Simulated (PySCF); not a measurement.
A run for PySCF: R-HF/3-21G on GeH6Si (SMILES [SiH3][GeH3]), a point of a bond scan (R = 1.910 Å).

```python
from pyscf import gto, scf, dft, mp
from pyscf.data.elements import chemcore

mol = gto.M(
    atom='''
    Si   -1.60407886   -0.12828814    0.02054821
    Ge    0.29994632    0.02398857   -0.00384230
    H    -2.17715491    0.81800631    1.00694953
    H    -1.99904053   -1.50734552    0.39348646
    H    -2.15616106    0.18290136   -1.31931867
    H     0.72809273    1.45170223   -0.38976495
    H     0.91228789   -0.95303655   -1.02417150
    H     0.89057732   -0.29624927    1.38151494
    ''',
    basis='3-21g',
    charge=0, spin=0, verbose=3, max_memory=1800)
mf = scf.RHF(mol)
mf.conv_tol = 1e-8
mf.max_cycle = 100
mf.kernel()
if not mf.converged:
    mf = mf.newton().run(mf.mo_coeff, mf.mo_occ)
```

Output:

```
converged SCF energy = -2356.08561465364
```

The calculation finished and met its thresholds.

Cost: around 0.16 core-seconds (rough).
